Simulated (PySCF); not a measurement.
**Stretching HgO**

Set-up: basis Hg def2-SVP with ECP60, O def2-SVP; scalar-relativistic core potentials; PySCF 2.14. Energies in eV from Hg + O in their ground configurations at the same level. State: ³Π (triplet), unpaired electrons σ ↑, π ↑.

All columns are ωB97X. A positive dipole means Hg(−)O(+).

```
R (Å)  E (eV)  μ (D)  Mulliken charge on Hg (basis-dependent)  HOMO (eV)  LUMO (eV)  Mayer bond order  ⟨S²⟩
1.974  -0.024  -1.58                                     0.31      -8.79      -1.59              0.86  2.01
2.066  -0.194  -1.67                                     0.28      -8.97      -1.68              0.80  2.02
2.157  -0.273  -1.66                                     0.24      -9.12      -1.75              0.73  2.02
2.226  -0.297  -1.60                                     0.21      -9.22      -1.77              0.67  2.02
2.295  -0.303  -1.50                                     0.18      -9.31      -1.78              0.61  2.02
2.364  -0.299  -1.38                                     0.16      -9.38      -1.78              0.55  2.02
2.456  -0.285  -1.20                                     0.12      -9.45      -1.77              0.46  2.01
2.570  -0.262  -0.97                                     0.09      -9.51      -1.75              0.36  2.01
2.708  -0.234  -0.72                                     0.05      -9.55      -1.71              0.27  2.01
2.892  -0.198  -0.48                                     0.03      -9.58      -1.67              0.17  2.01
```

A fit through these points gives, at Re = 2.294 Å, μ = -1.50 D and dμ/dR = 1.62 D/Å; the reduced mass is 14.82 u.

Q: How strong is the fundamental in the double-harmonic approximation, I = 42.26·(dμ/dR)²/μred km/mol?

A: I = 42.26·(1.62)²/14.82 = 7.48 km/mol at ωB97X.

The bond is weak. Basis-set superposition, not corrected here, can be much of De in a small basis, most of all at correlated wavefunction levels. Functionals without a dispersion term scatter widely for such bonds, and LDA overbinds them. These are scalar-relativistic numbers at best; spin–orbit coupling would shift them, the dissociation energy most. The state is the lowest determinant that a PBE0 search found; another state may lie lower at other levels.
